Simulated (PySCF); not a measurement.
Species: C6H6FNO2.
SMILES with atom numbers: `[O:1]=[CH:2][NH:3][C@@H:4]1[CH:5]=[CH:6][O:7][CH:8]=[C:9]1[F:10]` (hydrogens: H11 on C2; H12 on N3; H13 on C4; H14 on C5; H15 on C6; H16 on C8)

The closed-shell SCF was solved with PySCF and density fitting under several settings on one GFN2-xTB geometry (grid level 2 and gas phase unless stated).

| settings | basis functions | SCF cycles | E (Eh) | HOMO (eV) | LUMO (eV) | dipole (D) |
| --- | --- | --- | --- | --- | --- | --- |
| PBE0/pcSseg-1 | 200 | 15 | -536.6089 | -6.82 | -0.36 | 3.89 |
| PBE0/def2-SVPD | 257 | 15 | -536.3032 | -6.89 | -0.48 | 3.98 |
| WP04/ANO-RCC-VDZP, IEF-PCM dichloromethane, grid level 4 | 170 | 16 | -548.7721 | -7.80 | -2.26 | 5.09 |
| wB97X-D/STO-3G, IEF-PCM chloroform, fitting basis def2-qzvpp-jkfit | 56 | 10 | -530.0255 | -5.46 | 4.89 | 2.91 |
| PBE0/pcSseg-1, level shift 0.2 Eh | 200 | 12 | -536.6089 | -6.82 | -0.36 | 3.89 |
| PBE0/6-311G**, fitting basis def2-qzvpp-jkfit | 216 | 12 | -536.7968 | -6.69 | -0.23 | 3.81 |

Problem. Estimate the row for these settings: PBE/def2-SVP, grid level 4, level shift 0.2 Eh.

Solution. 
```
                                      settings  basis functions  SCF cycles     E (Eh)  HOMO (eV)  LUMO (eV)  dipole (D)
PBE/def2-SVP, grid level 4, level shift 0.2 Eh              170          13  -536.2535      -5.35      -1.20        3.52
```

Problem. Over all rows, what range does the HOMO–LUMO gap span?

Solution. From 4.15 eV (PBE/def2-SVP, grid level 4, level shift 0.2 Eh) to 10.35 eV (wB97X-D/STO-3G, IEF-PCM chloroform, fitting basis def2-qzvpp-jkfit). The functional of the narrowest has no exact exchange, that of the widest range-separated exact exchange.

Problem. Compare two rows with the functional PBE0: PBE0/pcSseg-1, level shift 0.2 Eh and PBE0/def2-SVPD. Which energy is lower, and by how much?

Solution. PBE0/pcSseg-1, level shift 0.2 Eh (200 functions) lies 0.3057 Eh or 192 kcal/mol below PBE0/def2-SVPD (257 functions). The smaller set gives the lower energy; the two sets aren't nested, so the variational bound doesn't order them by size.

wB97X-D ran without the empirical dispersion term, which would shift the total energy alone. Cycle counts include a coarse-grid stage where the run had one. All basis functions are spherical, in the Pople sets too. WP04 was designed for NMR shieldings or shifts; total energies of different functionals aren't comparable. ANO-RCC sets were contracted for a scalar-relativistic Hamiltonian, but ran non-relativistically here. The structure is a single GFN2-xTB conformer; no vibrational corrections.

The values belong to the conformer `[O:1]=[CH:2][NH:3][C@@H:4]1[CH:5]=[CH:6][O:7][CH:8]=[C:9]1[F:10]`: O1–C2–N3–C4 2°, C2–N3–C4–C5 -114°.
